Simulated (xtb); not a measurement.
MoO3, charge +1, doublet, geometry from GFN2-xTB (such geometries of metal compounds can be far from the true shape) (the multiplicity is a formal guess); xtb 6.7.1 with GFN2-xTB.

Here is a job for xtb.
```
$ xtb mol.xyz --gfn 2 --chrg 1 --uhf 1 --json

# file mol.xyz
4

Mo     0.00000000    -0.00000000    -0.00000000
O     -1.13555064    -1.19952535    -0.09964600
O     -0.10119083     1.31969514    -0.99319224
O      1.23674147    -0.12016978     1.09283824
```

Task: What does xtb print? Leave out banner, timings and long lists.

Result: 
```
   ID    Z sym.   atoms
    1   42 Mo     1
    2    8 O      2-4

           -------------------------------------------------
          |                Calculation Setup                |
           -------------------------------------------------

           -------------------------------------------------
          |                 G F N 2 - x T B                 |
           -------------------------------------------------

          ...................................................
          :                      SETUP                      :
          :.................................................:
          :  # basis functions                  22          :
          :  # atomic orbitals                  21          :
          :  # shells                            9          :
          :  # electrons                        23          :
          :  max. iterations                   250          :
          :  Hamiltonian                  GFN2-xTB          :
          :  restarted?                      false          :
          :  GBSA solvation                  false          :
          :  PC potential                    false          :
          :  electronic temp.          300.0000000     K    :
          :  accuracy                    1.0000000          :
          :  -> integral cutoff          0.2500000E+02      :
          :  -> integral neglect         0.1000000E-07      :
          :  -> SCF convergence          0.1000000E-05 Eh   :
          :  -> wf. convergence          0.1000000E-03 e    :
          :  Broyden damping             0.4000000          :
          :  net charge                          1          :
          :  unpaired electrons                  1          :
          ...................................................

 iter      E             dE          RMSdq      gap      omega  full diag
   1    -12.5257516 -0.125258E+02  0.184E+01    0.23       0.0  T
   2    -12.4988168  0.269348E-01  0.309E+01    7.68       1.0  T
   3    -13.0862975 -0.587481E+00  0.266E+01    3.80       1.0  T
   4    -12.9842967  0.102001E+00  0.331E+01    5.13       1.0  T
   5     -8.9515813  0.403272E+01  0.112E+02    0.36       1.0  T
   6     -9.1583979 -0.206817E+00  0.108E+02    0.36       1.0  T
   7    -13.1333683 -0.397497E+01  0.290E+01    0.27       1.0  T
   8    -13.3933190 -0.259951E+00  0.292E+01    2.03       1.0  T
   9    -13.3787744  0.145447E-01  0.225E+01    1.94       1.0  T
  10    -13.5412946 -0.162520E+00  0.145E+01    0.70       1.0  T
  11    -13.4917742  0.495204E-01  0.177E+01    1.09       1.0  T
  12    -13.5501240 -0.583498E-01  0.131E+01    0.62       1.0  T
  13    -13.1023417  0.447782E+00  0.330E+01    0.27       1.0  T
  14    -13.4616457 -0.359304E+00  0.210E+01    1.36       1.0  T
  15    -13.6028122 -0.141166E+00  0.784E+00    0.20       1.0  T
  16    -13.5893576  0.134546E-01  0.946E+00    0.30       1.0  T
  17    -13.6002873 -0.109297E-01  0.785E+00    0.22       1.0  T
  18    -13.5625292  0.377580E-01  0.118E+01    0.08       1.0  T
  19    -13.5749270 -0.123978E-01  0.107E+01    0.42       1.0  T
  20    -13.4011666  0.173760E+00  0.224E+01    0.22       1.0  T
  21    -13.5380326 -0.136866E+00  0.145E+01    0.72       1.0  T
  22    -13.4610807  0.769519E-01  0.194E+01    0.19       1.0  T
  23    -13.5642393 -0.103159E+00  0.118E+01    0.50       1.0  T
  24    -13.3604926  0.203747E+00  0.243E+01    0.25       1.0  T
  25    -13.5352401 -0.174747E+00  0.146E+01    0.74       1.0  T
  26    -13.5626009 -0.273609E-01  0.122E+01    0.08       1.0  T
  27    -13.5769739 -0.143730E-01  0.107E+01    0.06       1.0  T
  28    -13.5073399  0.696340E-01  0.163E+01    0.15       1.0  T
  29    -13.5806647 -0.733248E-01  0.101E+01    0.06       1.0  T
  30    -13.5112009  0.694637E-01  0.159E+01    0.15       1.0  T
  31    -13.5495239 -0.383230E-01  0.130E+01    0.10       1.0  T
  32    -13.5504033 -0.879396E-03  0.129E+01    0.10       1.0  T
[...]
         :: total energy             -13.558837580854 Eh    ::
[...]
          |                Property Printout                |
           -------------------------------------------------

    * Orbital Energies and Occupations

         #    Occupation            Energy/Eh            Energy/eV
      -------------------------------------------------------------
         1        2.0000           -1.0197389             -27.7485
         2        2.0000           -0.9865647             -26.8458
         3        2.0000           -0.9865647             -26.8458
         4        2.0000           -0.8409875             -22.8844
         5        2.0000           -0.8323662             -22.6498
         6        2.0000           -0.8323662             -22.6498
         7        2.0000           -0.8264691             -22.4894
         8        2.0000           -0.8264691             -22.4894
         9        2.0000           -0.8251045             -22.4522
        10        1.9966           -0.7932453             -21.5853
        11        1.9966           -0.7932453             -21.5853
        12        0.7034           -0.7829401             -21.3049 (HOMO)
        13        0.3033           -0.7813505             -21.2616 (LUMO)
        14                         -0.6140244             -16.7085
        15                         -0.6140244             -16.7085
        16                         -0.5226783             -14.2228
        17                         -0.4347155             -11.8292
        18                         -0.4347155             -11.8292
        19                         -0.2257620              -6.1433
        20                         -0.0753267              -2.0497
        21                         -0.0753267              -2.0497
      -------------------------------------------------------------
                  HL-Gap            0.0015895 Eh            0.0433 eV
             Fermi-level           -0.7849948 Eh          -21.3608 eV

     #   Z          covCN         q      C6AA      α(0)
     1  42 Mo       2.413     1.399   320.637    43.082
     2   8 O        0.804    -0.133    17.030     5.532
     3   8 O        0.804    -0.133    17.030     5.532
     4   8 O        0.804    -0.133    17.030     5.532

 Mol. C6AA /au·bohr⁶  :        872.511596
 Mol. C8AA /au·bohr⁸  :      59228.521634
 Mol. α(0) /au        :         59.677096

Wiberg/Mayer (AO) data.
largest (>0.10) Wiberg bond orders for each atom

 ---------------------------------------------------------------------------
     #   Z sym  total        # sym  WBO       # sym  WBO       # sym  WBO
 ---------------------------------------------------------------------------
     1  42 Mo   6.089 --     3 O    2.030     4 O    2.030     2 O    2.030
     2   8 O    2.441 --     1 Mo   2.030     3 O    0.205     4 O    0.205
     3   8 O    2.441 --     1 Mo   2.030     4 O    0.205     2 O    0.205
     4   8 O    2.441 --     1 Mo   2.030     3 O    0.205     2 O    0.205
 ---------------------------------------------------------------------------

Topologies differ in total number of bonds
Writing topology from bond orders to xtbtopo.mol

molecular dipole:
                 x           y           z       tot (Debye)
 q only:        0.000      -0.000       0.000
   full:       -0.000      -0.000       0.000       0.000
molecular quadrupole (traceless):
                xx          xy          yy          xz          yz          zz
 q only:       -0.065      -0.770      -0.326      -1.116       0.943       0.391
  q+dip:       -0.055      -0.651      -0.275      -0.943       0.797       0.330
   full:       -0.084      -0.999      -0.423      -1.448       1.224       0.507

           -------------------------------------------------
          | TOTAL ENERGY              -13.558837580854 Eh   |
          | GRADIENT NORM               0.000025771029 Eh/α |
          | HOMO-LUMO GAP               0.043253614991 eV   |
           -------------------------------------------------

normal termination of xtb
```
